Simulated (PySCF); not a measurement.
**Correlation energy of Mg²⁺ (magnesium, charge +2)**

[Ne], closed-shell 1S. All numbers are calculated (PySCF 2.14, the spin-free X2C one-electron Hamiltonian (Gaussian nucleus), in x2c-TZVPPall with one added diffuse shell each of s, p, d type (6s5p4d, 41 functions)). Frozen: 1s2; 8 electrons correlated.

```json
{"level": "CCSD", "correlation energy (mhartree)": "-161.31"}
{"level": "(T)", "correlation energy (mhartree)": "-1.02"}
{"level": "CCSD(T)", "correlation energy (mhartree)": "-162.33"}
{"level": "CCSDT", "correlation energy (mhartree)": "-162.35"}
```

Diagnostics: T1 = 0.0033, D1 = 0.0051, largest double amplitude 0.019.

Cost of the coupled-cluster step: about 0.5 core-seconds, for 8 correlated electrons.

This basis was not built for core-valence correlation, so the inner-shell part is incomplete.
